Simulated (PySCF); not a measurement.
As(18+): ionisation energy

As(18+) [Ne] 3s2 3p3 (4S) → As(19+) [Ne] 3s2 3p2 (3P), as a difference of total energies. Computed with PySCF 2.14 in an uncontracted even-tempered set (18 s from 1.7 bohr⁻², ratio 2.5; 12 p from 2.2 bohr⁻², ratio 2.5; 5 d from 10 bohr⁻², ratio 2.7; 4 f from 16 bohr⁻², ratio 2.7), with the spin-free X2C one-electron Hamiltonian (Gaussian nucleus). Correlated levels: outer shells: 1s2 frozen; virtual orbitals above 40 to 60 times the deepest correlated orbital energy dropped. The calculations carry no spin-orbit coupling.

```tsv
method	ionisation energy (eV)
UHF	726.51
MP2 (outer shells)	727.11
SCS-MP2 (outer shells)	726.86
CCSD (outer shells)	726.93
CCSD(T) (outer shells)	726.92
```

Task: How much does correlation contribute at CCSD(T) (outer shells)?

Result: 726.92 − (726.51) = 0.41 eV, measured against UHF.

Spin-orbit coupling is strong in these open shells (close to jj coupling). The scalar numbers leave it out and a first-order estimate fails, so it can dominate the gap to the real levels.

Breit and QED terms and the two-electron picture change are absent.

For comparison: 728.9 ± 2.2 eV (semi-empirical (NIST evaluation); NIST Atomic Spectra Database, ionization energies).
